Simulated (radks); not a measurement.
Task: The mean radii <r> (bohr) of the occupied orbitals of an atom or ion are listed with their occupations. Calculated with a radial shooting solver on a logarithmic mesh with Libxc functionals: Dirac Kohn-Sham, PBE, spin-unpolarised, spherical densities, point nucleus.

| orbital | occ. | <r> |
|---|---|---|
| 1s1/2 | 2 | 0.01686 |
| 2s1/2 | 2 | 0.07045 |
| 2p1/2 | 2 | 0.05798 |
| 2p3/2 | 4 | 0.06654 |
| 3s1/2 | 2 | 0.1829 |
| 3p1/2 | 2 | 0.1732 |
| 3p3/2 | 4 | 0.1887 |
| 3d3/2 | 4 | 0.1643 |
| 3d5/2 | 6 | 0.1690 |
| 4s1/2 | 2 | 0.3932 |
| 4p1/2 | 2 | 0.3929 |
| 4p3/2 | 4 | 0.4212 |
| 4d3/2 | 4 | 0.4186 |
| 4d5/2 | 6 | 0.4269 |
| 4f5/2 | 2.57143 | 0.4107 |
| 4f7/2 | 3.42857 | 0.4144 |

Name the element and its charge. Open shells, if any, are shared by 2j + 1.

Result: Z = 79, gold, charge +27: Au27+ in [Kr] 4d10 4f6. The 1s radius gives Z: for a bare nucleus <r> = (2 gamma + 1)/(2Z) with gamma = sqrt(1 - (Z/c)^2), 0.01667 bohr for Z = 79, and screening makes it slightly larger (0.01686 here). The occupations add up to 52, and the charge is Z minus that.
